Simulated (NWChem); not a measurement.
CH8MoO; SMILES C[O][MoH5]

```xyz
11

Mo     0.0363     0.6339     0.0007
O      0.4467    -1.1725     0.0007
C     -0.2054    -2.4274     0.0002
H      0.5629    -3.2178    -0.1340
H     -0.7290    -2.6009     0.9636
H     -0.9363    -2.4960    -0.8325
H     -1.1225     1.4003    -0.9312
H     -1.5133     0.0897    -0.0216
H      0.5286     1.3747    -1.4458
H     -1.1460     1.3998     0.9032
H      0.4883     1.3714     1.4625
```
Atoms are numbered in this order, from 1.

All runs: NWChem. Coordinates come from a PBE-D3(BJ)/def2-SVP optimisation. No frequency run checked for a minimum. def2 effective core potentials on Mo; no spin-orbit coupling. B3LYP is NWChem's, with the RPA form of VWN correlation. Vertical excitations in the gas phase; the lowest state need not have the same character in each row.

For level PBE/def2-SVP, full TDDFT:

```
Quantity          Result
----------------  ------
orbital gap (eV)    3.25
```

**Question.** Estimate the same quantities for level B3LYP/def2-SVP, full TDDFT.

**Answer.** 
| Item | Result |
|---|---|
| orbital gap (eV) | 4.98 |
